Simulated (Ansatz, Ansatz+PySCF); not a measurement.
```yaml
atoms:
  - { symbol: V, position_ang: [0.0000, 0.0000, 0.0000] }
  - { symbol: O, position_ang: [0.0000, 0.0000, 1.5890] }
```

Basis set: def2-SVP (spherical functions). Correlated methods keep 6 orbitals frozen. Correlation on ROHF uses semicanonical orbitals with singles. Charge 0, multiplicity 4.

Computed with Ansatz (development build ahead of 0.2.0); each method stands on the lowest determinant of its kind that the runs found. Restricted functionals stand beside restricted open-shell atoms, which can lie above the unrestricted atoms usual in DFT and then raise those values.

(1) Give the atomization energy at this shape (free ground-state atoms in the same class of orbitals less the molecule, no zero-point energy) of quartet VO by ωB97X (unrestricted), r²SCAN (unrestricted), r²SCAN (restricted open-shell), PBE (unrestricted), PBE (restricted open-shell), PBE0 (unrestricted), PBE0 (restricted open-shell), ROHF-MP2, UHF-MP2, UHF, ROHF.

Results:

(1)

```
                        method  atomization energy
          ωB97X (unrestricted)     138.19 kcal/mol
         r²SCAN (unrestricted)     165.36 kcal/mol
r²SCAN (restricted open-shell)     166.12 kcal/mol
            PBE (unrestricted)     183.56 kcal/mol
   PBE (restricted open-shell)     185.30 kcal/mol
           PBE0 (unrestricted)     151.11 kcal/mol
  PBE0 (restricted open-shell)     150.00 kcal/mol
                      ROHF-MP2     146.56 kcal/mol
                       UHF-MP2     112.56 kcal/mol
                           UHF      36.06 kcal/mol
                          ROHF      27.58 kcal/mol
```

Caution: other spin multiplicities were not run. Caution for r²SCAN (unrestricted), PBE (unrestricted): a free atom is spin contaminated. Caution for ROHF-MP2, ROHF: an unrestricted determinant lies well below. Caution for UHF-MP2, UHF: the unrestricted determinant is spin contaminated.
